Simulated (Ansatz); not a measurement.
These are frozen-core CCSD(T)/cc-pVTZ // PBE0-D3(BJ)/def2-TZVP in Ansatz (a program for electronic structure) values and carry that method's errors. The restricted HF reference is unstable towards unrestricted orbitals.

Ansatz 0.2 input:
```yaml
crystal:
  periodic: [false, false, false]
  atoms:
    - { symbol: S, position_ang: [2.874792, -0.191872, -0.292568] }
    - { symbol: Si, position_ang: [0.965019, -0.260486, 0.662164] }
    - { symbol: C, position_ang: [-0.322077, -1.328033, -0.158481] }
    - { symbol: C, position_ang: [-1.358916, -0.527601, -0.442775] }
    - { symbol: C, position_ang: [-1.226047, 0.901306, -0.074304] }
    - { symbol: C, position_ang: [-0.080114, 1.274131, 0.512538] }
    - { symbol: H, position_ang: [2.371272, 0.163055, -1.487387] }
    - { symbol: H, position_ang: [1.285066, -0.650466, 2.059077] }
    - { symbol: H, position_ang: [-0.314164, -2.385355, -0.387267] }
    - { symbol: H, position_ang: [-2.272024, -0.87175, -0.921705] }
    - { symbol: H, position_ang: [-2.043577, 1.585033, -0.288178] }
    - { symbol: H, position_ang: [0.120769, 2.292036, 0.818886] }
basis:
  gaussian: { orbitals: cc-pVTZ }
correlation:
  method: ccsd_t
```

Output:

```
Functional definition: HF
1558 factors; integrals over basis functions are off by at most 1.1e-3 eV
mean field evaluation 1: about -22894.4426 eV, gradient 3.5e1 eV
mean field evaluation 2: about -22894.8722 eV, gradient 3.5e1 eV
mean field evaluation 4: about -22898.6533 eV, gradient 4.2e0 eV
mean field evaluation 8: about -22898.7278 eV, gradient 2.8e-1 eV
mean field evaluation 16: about -22894.4401 eV, gradient 3.5e1 eV
mean field -22898.72824962 eV, -841.5127418580 hartree, gradient 2.4e-6 eV, S^2 0.000000; 0 other end points of the search recorded, 0 dependent functions left out; unrestricted orbitals would lower it
14 core orbitals not correlated
reference -22898.72824962 eV, -841.5127418580 hartree; 16, 16 occupied and 242, 242 virtual orbitals, 1558 factors
second order -25.09406089 eV of doubles, -0.00000000 eV of singles
cycle   1  -25.65392253 eV  change   -5.6e-1 eV  update   1.1e-1
cycle   2  -26.34489996 eV  change   -6.9e-1 eV  update   3.6e-2
cycle   3  -26.47790857 eV  change   -1.3e-1 eV  update   1.7e-2
cycle   4  -26.47007737 eV  change    7.8e-3 eV  update   4.7e-3
cycle   5  -26.47089759 eV  change   -8.2e-4 eV  update   2.2e-3
cycle   6  -26.47153773 eV  change   -6.4e-4 eV  update   5.7e-4
cycle   7  -26.47136199 eV  change    1.8e-4 eV  update   2.6e-4
cycle   8  -26.47138530 eV  change   -2.3e-5 eV  update   1.0e-4
cycle   9  -26.47140597 eV  change   -2.1e-5 eV  update   3.9e-5
perturbative correction -1.34549475 eV, -0.0494460200 hartree
Total energy: -22926.54515034 eV, -842.5349941044 hartree
```

Cost: around 6 core-minutes (rough).
